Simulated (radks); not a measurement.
Values are calculated unless marked as measured or tabulated.
Problem. Species: Ir. Configuration: [Xe] 4f14 5d9 (not the ground configuration). Level of theory: scalar-relativistic Kohn-Sham, r2SCAN, spin-unpolarised, spherical densities, finite nucleus; meta-GGA in the generalised Kohn-Sham scheme; Fermi nuclear charge, rms radius 5.427 fm (a radial shooting solver on a logarithmic mesh with Libxc functionals). Some entries of the table are withheld. Estimate them.

orbital  occ.  eigenvalue (hartree)  <1/r> (bohr^-1)  r(max) (bohr)
1s          2             -2800.053            92.15        0.01082
2s          2             -490.6813            21.61        0.06228
2p          6             -426.2144            19.36        0.05138
3s          2             -115.0113            8.018         0.1755
3p          6                   (1)            7.346         0.1744
3d         10             -75.17356            6.916         0.1422
4s          2             -24.61314            3.414         0.3973
4p          6             -18.37490            3.095         0.4173
4d         10             -10.66925            2.765         0.4263
5s          2              -3.49096              (2)         0.8924
4f         14              -2.12177            2.315         0.3962
5p          6              -1.89202            1.153            (3)
5d          9                   (4)           0.7288          1.323

Solution. 
(1) 3p eigenvalue (hartree): -96.07375
(2) 5s <1/r> (bohr^-1): 1.366
(3) 5p r(max) (bohr): 1.006
(4) 5d eigenvalue (hartree): -0.14239
